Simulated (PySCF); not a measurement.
ClCs, charge -1, doublet, at the geometry of the source list (a state made from the parent by changing its charge; the spin is typed, not shown lowest) (core potentials on Cs) (in this run its highest filled SCF level lies above zero, so its values depend strongly on the basis, on diffuse functions most of all); PBE/def2-SVPD run with PySCF.

The PySCF input:
```python
from pyscf import gto, scf, dft

mol = gto.M(
    atom='''
Cs   -0.896400   -0.791600   -0.841800
Cl    0.896400    0.791600    0.841800
''',
    basis='def2-svpd',
    ecp={'Cs': 'def2-svpd'},
    charge=-1,
    spin=1,
    verbose=4,
)

mf = dft.UKS(mol)
mf.xc = 'pbe'
mf.kernel()
```

The log (banner, timings and long lists left out):

```
PySCF version 2.14.0

[INPUT] verbose = 4
[INPUT] num. atoms = 2
[INPUT] num. electrons = 27
[INPUT] charge = -1
[INPUT] spin (= nelec alpha-beta = 2S) = 1
[INPUT] symmetry False subgroup None
[INPUT] Mole.unit = angstrom
[INPUT] Symbol           X                Y                Z      unit          X                Y                Z       unit  Magmom
[INPUT]  1 Cs    -0.896400000000  -0.791600000000  -0.841800000000 AA   -1.693950498060  -1.495907200206  -1.590771451659 Bohr   0.0
[INPUT]  2 Cl     0.896400000000   0.791600000000   0.841800000000 AA    1.693950498060   1.495907200206   1.590771451659 Bohr   0.0

nuclear repulsion = 27.6807860455832
number of shells = 22
number of NR pGTOs = 83
number of NR cGTOs = 54
basis = def2-svpd
ecp = {'Cs': 'def2-svpd'}

******** <class 'pyscf.dft.uks.UKS'> ********
method = UKS
initial guess = minao
damping factor = 0
level_shift factor = 0
DIIS = <class 'pyscf.scf.diis.CDIIS'>
diis_start_cycle = 1
diis_space = 8
diis_damp = 0
SCF conv_tol = 1e-09
SCF conv_tol_grad = None
SCF max_cycles = 50
direct_scf = True
direct_scf_tol = 1e-13
number electrons alpha = 14  beta = 13
XC library pyscf.dft.libxc version 7.1.2
    S. Lehtola, C. Steigemann, M. J. T. Oliveira, and M. A. L. Marques,  SoftwareX 7, 1–5 (2018)
XC functionals = pbe
    J. P. Perdew, K. Burke, and M. Ernzerhof,  Phys. Rev. Lett. 77, 3865 (1996)
    J. P. Perdew, K. Burke, and M. Ernzerhof,  Phys. Rev. Lett. 78, 1396 (1997)
    J. P. Perdew, K. Burke, and M. Ernzerhof,  Phys. Rev. Lett. 77, 3865 (1996)
    J. P. Perdew, K. Burke, and M. Ernzerhof,  Phys. Rev. Lett. 78, 1396 (1997)
radial grids:
    Treutler-Ahlrichs [JCP 102, 346 (1995); DOI:10.1063/1.469408] (M4) radial grids

becke partition: Becke, JCP 88, 2547 (1988); DOI:10.1063/1.454033
pruning grids: <function nwchem_prune>
grids dens level: 3
symmetrized grids: False
atomic radii adjust function: <function treutler_atomic_radii_adjust>
small_rho_cutoff = 0
Set gradient conv threshold to 3.16228e-05
tot grids = 42592
init E= -476.723081641604

cycle= 1 E= -479.997737866354  delta_E= -3.27  |g|= 0.354  |ddm|= 2.18
cycle= 2 E= -472.863954413773  delta_E= 7.13  |g|= 1.21  |ddm|= 4.74
cycle= 3 E= -480.037164914384  delta_E= -7.17  |g|= 0.324  |ddm|=  4.2
cycle= 4 E= -480.097937818769  delta_E= -0.0608  |g|= 0.174  |ddm|= 0.417
cycle= 5 E= -480.131353806933  delta_E= -0.0334  |g|= 0.0526  |ddm|= 1.01
cycle= 6 E= -480.133279016695  delta_E= -0.00193  |g|= 0.0133  |ddm|= 0.324
cycle= 7 E= -480.133443259709  delta_E= -0.000164  |g|= 0.00207  |ddm|= 0.0779
cycle= 8 E= -480.133448767956  delta_E= -5.51e-06  |g|= 0.000959  |ddm|= 0.0482
cycle= 9 E= -480.13344946635  delta_E= -6.98e-07  |g|= 0.000107  |ddm|= 0.00597
cycle= 10 E= -480.133449487799  delta_E= -2.14e-08  |g|= 2.89e-05  |ddm|= 0.00231
cycle= 11 E= -480.133449489764  delta_E= -1.97e-09  |g|= 3.37e-06  |ddm|= 0.000914
cycle= 12 E= -480.133449489785  delta_E= -2.11e-11  |g|= 1.82e-06  |ddm|= 6.34e-05
Extra cycle  E= -480.133449489785  delta_E= 2.27e-13  |g|= 2.07e-06  |ddm|= 6.99e-06
converged SCF energy = -480.133449489785  <S^2> = 0.75003835  2S+1 = 2.0000383
```
